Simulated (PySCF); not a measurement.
## Indirect couplings

Geometry:
```json
{"atom": "O1", "x (Å)": "2.885", "y (Å)": "0.376", "z (Å)": "0.560"}
{"atom": "C2", "x (Å)": "1.744", "y (Å)": "0.216", "z (Å)": "0.285"}
{"atom": "O3", "x (Å)": "1.264", "y (Å)": "-0.988", "z (Å)": "-0.008"}
{"atom": "C4", "x (Å)": "-0.094", "y (Å)": "-1.229", "z (Å)": "-0.349"}
{"atom": "C5", "x (Å)": "-1.035", "y (Å)": "-0.187", "z (Å)": "0.237"}
{"atom": "F6", "x (Å)": "-1.153", "y (Å)": "-0.338", "z (Å)": "1.594"}
{"atom": "C7", "x (Å)": "-0.432", "y (Å)": "1.188", "z (Å)": "-0.060"}
{"atom": "F8", "x (Å)": "-0.557", "y (Å)": "1.387", "z (Å)": "-1.416"}
{"atom": "O9", "x (Å)": "0.895", "y (Å)": "1.285", "z (Å)": "0.300"}
{"atom": "H10", "x (Å)": "-0.193", "y (Å)": "-1.224", "z (Å)": "-1.442"}
{"atom": "H11", "x (Å)": "-0.323", "y (Å)": "-2.226", "z (Å)": "0.037"}
{"atom": "H12", "x (Å)": "-2.039", "y (Å)": "-0.268", "z (Å)": "-0.192"}
{"atom": "H13", "x (Å)": "-0.967", "y (Å)": "2.008", "z (Å)": "0.437"}
```

Indirect spin–spin couplings were computed at B3LYP/pcJ-1 (spin–dipole term only in couplings to heteroatoms) (PySCF 2.14) on a GFN2-xTB structure, for the isolated molecule, without vibrational or relativistic corrections. Couplings are averaged over pairs made equivalent by symmetry, fast rotation or ring inversion, so a value needn't be that of the named pair in this geometry, while other rotamers aren't included; one pair stands for each set, and the list holds a selection of those of at least 1.5 Hz over up to four bonds, among pairs with at least one F or H atom (others weren't computed). One-bond C–F couplings come out tens of Hz too large with common functionals.

Isotopes: 13C, 19F, 1H, 17O. Couplings to quadrupolar nuclei such as 17O and 33S are rarely resolved in practice.

```csv
pair,bonds,J (Hz)
"C4, H10",1,154.3
"C4, H11",1,163.4
"C5, F6",1,-241.5
"C5, H12",1,168.7
"C7, F8",1,-277.5
"C7, H13",1,194.2
"O3, H10",2,-5.7
"O3, H11",2,?
"C4, F6",2,20.4
"C4, H12",2,?
"C5, F8",2,32.5
"F6, C7",2,29.1
"F6, H12",2,53.2
"F8, O9",2,?
"F8, H13",2,?
"O9, H13",2,-18.6
"H10, H11",2,-14.2
"C2, H11",3,6.2
"C2, H13",3,?
"O3, H12",3,?
"F6, F8",3,-32.4
"F6, O9",3,1.5
"F6, H10",3,?
"H10, H12",3,2.3
"H12, H13",3,2.1
"F8, H11",4,?
```

Question: Estimate the withheld couplings, with signs.

Answer: 
- 2J(O3,H11) = -12.9 Hz (angle at C4 106°)
- 2J(C4,H12) = 5.6 Hz (angle at C5 111°)
- 2J(F8,O9) = -31.3 Hz (angle at C7 110°)
- 2J(F8,H13) = 58.9 Hz (angle at C7 107°)
- 3J(C2,H13) = 8.1 Hz (dihedral angle 156°)
- 3J(O3,H12) = -2.1 Hz (dihedral angle 169°)
- 3J(F6,H10) = 39.8 Hz (dihedral angle 168°)
- 4J(F8,H11) = 3.2 Hz
